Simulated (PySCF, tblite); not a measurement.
Isomers of C5H5F2NO2. Computed with GFN2-xTB (tblite): harmonic, unscaled wavenumbers at the GFN2-xTB geometry, gas phase. The method is semi-empirical: single wavenumbers can be off by several per cent or more. One conformer each.

Electronic energies: PBE0/pcSseg-1 single points on the GFN2-xTB geometries (PySCF, gas phase).

```tsv
SMILES	electronic energy, lowest = 0 (kcal/mol)
CO[C@@H](F)[C@]1(C#N)O[C@@H]1F	15.5
COC[C@@]1(C#N)OC1(F)F	17.1
C[C@@]1(OC(F)F)O[C@@H]1C#N	0.0
```

Q: How do GFN2-xTB zero-point energies change the relative energies?

A: 
```
                        SMILES  ZPE (kcal/mol)  of it from modes above 1550 cm⁻¹  electronic (kcal/mol)  with ZPE, lowest = 0 (kcal/mol)  lowest mode (cm⁻¹)  rings
    C[C@@]1(OC(F)F)O[C@@H]1C#N            61.7                              25.0                    0.0                              0.0                  33      1
CO[C@@H](F)[C@]1(C#N)O[C@@H]1F            61.4                              24.7                   15.5                             15.2                  38      1
         COC[C@@]1(C#N)OC1(F)F            61.4                              24.4                   17.1                             16.8                  32      1
```

The zero-point energies span 0.3 kcal/mol, from `COC[C@@]1(C#N)OC1(F)F` to `C[C@@]1(OC(F)F)O[C@@H]1C#N`. The order is unchanged.

Q: And how do the electronic energies of GFN2-xTB itself compare?

A: `C[C@@]1(OC(F)F)O[C@@H]1C#N` 0.0; `CO[C@@H](F)[C@]1(C#N)O[C@@H]1F` 14.6; `COC[C@@]1(C#N)OC1(F)F` 16.2 kcal/mol, lowest = 0. Against the energies above, taken from the same isomer `C[C@@]1(OC(F)F)O[C@@H]1C#N`, the largest difference is 0.9 kcal/mol.

Q: What do entropy and thermal enthalpy add at 298.15 K and 1 bar (rigid rotor, harmonic oscillator, one conformer each)?

A: 
```csv
SMILES,point group,symmetry number,S (cal/(mol K)),H − H(0) (kcal/mol),ZPE + H − H(0) − TS (kcal/mol)
C[C@@]1(OC(F)F)O[C@@H]1C#N,C1,1,99.1,6.77,38.9
CO[C@@H](F)[C@]1(C#N)O[C@@H]1F,C1,1,100.6,6.98,38.4
COC[C@@]1(C#N)OC1(F)F,C1,1,101.6,7.02,38.1
```
